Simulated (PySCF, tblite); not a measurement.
Isomers of C6H9ClSi, one GFN2-xTB conformer each. Single-point energies are computed at PBE0/pcSseg-1 (PySCF, gas phase, no added dispersion term), electronic only.

```csv
SMILES,GFN2-xTB relative energy (kcal/mol)
C=C=C1CCC[Si@@H]1Cl,0.0
C=C=C(C)[Si@H](Cl)C=C,30.1
C=C(Cl)[C@H]1C=CC[SiH2]1,18.7
C=CCC1=C[SiH2][C@H]1Cl,41.2
C#CC/C(Cl)=C(/C)[SiH3],41.7
```

Conformers: `[CH2:1]=[C:2]=[C:3]1[CH2:4][CH2:5][CH2:6][Si@@H:7]1[Cl:8]` with C2–C3–C4–C5 153°, C3–C4–C5–C6 46°, C4–C5–C6–Si7 -42°, C5–C6–Si7–Cl8 139°; `[CH2:1]=[C:2]=[C:3]([CH3:4])[Si@H:5]([Cl:6])[CH:7]=[CH2:8]` with C2–C3–Si5–Cl6 -127°, C3–Si5–C7–C8 -26°; `[CH2:1]=[C:2]([Cl:3])[C@H:4]1[CH:5]=[CH:6][CH2:7][SiH2:8]1` with C1–C2–C4–C5 -17°; `[CH2:1]=[CH:2][CH2:3][C:4]1=[CH:5][SiH2:6][C@H:7]1[Cl:8]` with C1–C2–C3–C4 115°, C2–C3–C4–C5 115°; `[CH:1]#[C:2][CH2:3]/[C:4]([Cl:5])=[C:6](/[CH3:7])[SiH3:8]` with C2–C3–C4–Cl5 83°.

Problem. What does PBE0/pcSseg-1 give for the same structures?

Solution. 
```tsv
SMILES	PBE0/pcSseg-1 E (Eh)	PBE0/pcSseg-1 (kcal/mol)	GFN2-xTB (kcal/mol)	point group
C=C=C1CCC[Si@@H]1Cl	-983.13634	0.0	0.0	C1
C=C=C(C)[Si@H](Cl)C=C	-983.10561	19.3	30.1	C1
C=C(Cl)[C@H]1C=CC[SiH2]1	-983.09266	27.4	18.7	C1
C=CCC1=C[SiH2][C@H]1Cl	-983.06293	46.1	41.2	C1
C#CC/C(Cl)=C(/C)[SiH3]	-983.02633	69.0	41.7	C1
```

Both levels put the same isomer lowest; measured from each level's own lowest isomer, the values differ by up to 27.3 kcal/mol (C#CC/C(Cl)=C(/C)[SiH3]: 41.7 against 69.0). As drawn, the lowest has cumulated double bonds, which the highest lacks; the highest has a C≡C bond, which the lowest lacks.

Problem. Which frontier levels, dipoles and rotational constants go with these structures?

Solution. 
```tsv
SMILES	HOMO (eV, PBE0/pcSseg-1)	LUMO (eV)	dipole (D)	A, B, C (MHz)
C=C=C1CCC[Si@@H]1Cl	-7.25	-0.47	1.86	1577, 1280, 775.6
C=C=C(C)[Si@H](Cl)C=C	-7.52	-0.71	2.02	1600, 1012, 790.5
C=C(Cl)[C@H]1C=CC[SiH2]1	-7.07	0.06	2.13	2693, 980.0, 806.6
C=CCC1=C[SiH2][C@H]1Cl	-7.52	-0.65	2.10	1966, 1041, 772.8
C#CC/C(Cl)=C(/C)[SiH3]	-7.22	-0.54	1.28	1485, 1194, 748.8
```

Problem. What happens when harmonic zero-point energies from GFN2-xTB frequencies are added?

Solution. 
| SMILES | ZPE (kcal/mol) | electronic (kcal/mol) | with ZPE (kcal/mol) |
| --- | --- | --- | --- |
| C=C=C1CCC[Si@@H]1Cl | 81.0 | 0.0 | 0.0 |
| C=C=C(C)[Si@H](Cl)C=C | 78.0 | 19.3 | 16.4 |
| C=C(Cl)[C@H]1C=CC[SiH2]1 | 78.6 | 27.4 | 25.1 |
| C=CCC1=C[SiH2][C@H]1Cl | 78.1 | 46.1 | 43.2 |
| C#CC/C(Cl)=C(/C)[SiH3] | 75.3 | 69.0 | 63.4 |

The zero-point energies span 5.7 kcal/mol. The order is unchanged.

Problem. As an exercise, what shares would exp(−E/RT) give at 2000 K from these electronic energies alone (no entropy, no degeneracies)?

Solution. RT = 3.974 kcal/mol: C=C=C1CCC[Si@@H]1Cl 99.1 %, C=C=C(C)[Si@H](Cl)C=C 0.8 %, C=C(Cl)[C@H]1C=CC[SiH2]1 0.1 %, C=CCC1=C[SiH2][C@H]1Cl under 0.1 %, C#CC/C(Cl)=C(/C)[SiH3] under 0.1 %.
